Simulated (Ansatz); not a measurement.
# Which method gave which barrier?

Saddle point of BSiH₇SO, singlet (SiH₄O ([OH][SiH3]) + BH₃S ([BH2][SH]) → BSiH₅O ([BH2][O][SiH3]) + H₂S; bonds formed: S2–H5; dative contacts that become bonds: B1–O6; bonds broken: B1–S2, H5–O6), PBE0-D4/def2-TZVP structure:

```xyz
11
angstrom
B -1.0584 0.2585 0.4560
S -1.2566 -1.6021 1.2130
H -1.3359 1.0816 1.2798
H -1.6658 0.2679 -0.5833
H 0.1280 -1.0938 0.6997
O 0.4572 0.0902 0.2542
Si 1.2479 0.4902 -1.1542
H -0.9688 -1.3038 2.4912
H 0.7068 -0.2981 -2.2909
H 1.0644 1.9383 -1.4149
H 2.6811 0.1712 -0.9505
```

Program: Ansatz 0.2.0. Basis: def2-TZVPP, with def2-QZVPP for the basis limit. Cores are frozen in the correlated methods. Extrapolation: Hartree–Fock as exp(−7.88 √X), correlation as X^−2.97. Four methods, as single points on the PBE0-D4 structures, gave these electronic barriers from the start structure: 0.296, 0.532, 0.722, 1.012 eV.

**Question.** The methods were, in alphabetical order, BHLYP-D4, HF, PBE0-D4, SPW92. Which gave which? (A judgement: the text doesn't fix the answer.)

**Answer.** The calculation gives: SPW92 0.296; PBE0-D4 0.532; BHLYP-D4 0.722; HF 1.012 eV. For comparison, CCSD(T) at an estimated basis limit (MP2 extrapolated from triple and quadruple zeta, plus CCSD(T) − MP2 in triple zeta) gives 0.640 eV.

No T1 diagnostic of these runs exceeds 0.013.

Labels in which every atom is bracketed show which atoms are joined, not bond orders.

For scale, one of the runs: CCSD(T)/def2-TZVPP, 244 basis functions, launched by `ansatz run in.yaml --threads 3 --pin off --events-out ev --progress --plain --max-ram 6092MiB`. The run took 62 s on 3 CPU threads of an Intel Xeon (shared host), with 5 GiB of host memory at its peak.
